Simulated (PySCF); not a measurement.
Species: `FC(F)=C(F)P1C=C1C(F)(F)F`. The columns A, B, C and D hold Mulliken, IAO, Hirshfeld and ESP-fitted charges (e) of one PBE0/pcSseg-1 density (PySCF), in a shuffled order. Coordinates in Å (GFN2-xTB); the density's dipole moment is (-0.50, -1.87, 0.87) D.

```tsv
atom	x	y	z	A	B	C	D
F1	-3.707	0.901	-0.535	-0.056	-0.222	-0.129	-0.222
C2	-2.717	0.644	0.297	+0.150	+0.519	+0.362	+0.578
F3	-2.963	1.141	1.502	-0.059	-0.236	-0.136	-0.234
C4	-1.594	-0.020	0.042	-0.039	-0.036	+0.060	-0.123
F5	-1.377	-0.518	-1.189	-0.078	-0.253	-0.160	-0.258
P6	-0.304	-0.317	1.346	+0.144	+0.502	-0.057	+0.563
C7	0.703	-1.556	0.426	-0.058	-0.259	-0.052	-0.182
C8	1.165	-0.342	0.244	-0.075	-0.203	-0.090	-0.354
C9	2.216	0.457	-0.417	+0.261	+0.808	+0.593	+0.910
F10	1.698	1.405	-1.210	-0.091	-0.271	-0.179	-0.261
F11	2.995	1.084	0.479	-0.094	-0.273	-0.181	-0.265
F12	3.024	-0.295	-1.177	-0.092	-0.273	-0.204	-0.261
H13	0.858	-2.582	0.174	+0.088	+0.195	+0.172	+0.109
```

Which column most likely holds the ESP-fitted charges?

C. Σ q r misses the density's dipole by 0.08 D (C), 1.02 D (A), 3.72 D (B), 3.93 D (D). Charges fitted to the outside potential are the only set here that is tied to the molecule's multipoles.

And the Hirshfeld charges?

A. The mean sizes are 0.099 e (A), 0.183 e (C), 0.312 e (B), 0.332 e (D), and Hirshfeld charges are commonly the smallest of these schemes.

As computed, A = Hirshfeld, B = IAO, C = ESP-fitted, D = Mulliken.

The Hirshfeld scheme divides the density at each point in proportion to the densities of the neutral, spherically averaged free atoms. The Mulliken scheme gives each basis function's population to the atom it is centred on and halves the overlap population of two atoms between them.

Geometry: GFN2-xTB, one conformer, isolated molecule.

Shape of the structure used: `[F:1][C:2]([F:3])=[C:4]([F:5])[P:6]1[CH:7]=[C:8]1[C:9]([F:10])([F:11])[F:12]`: C2–C4–P6–C7 168°, C7–C8–C9–F10 123°.
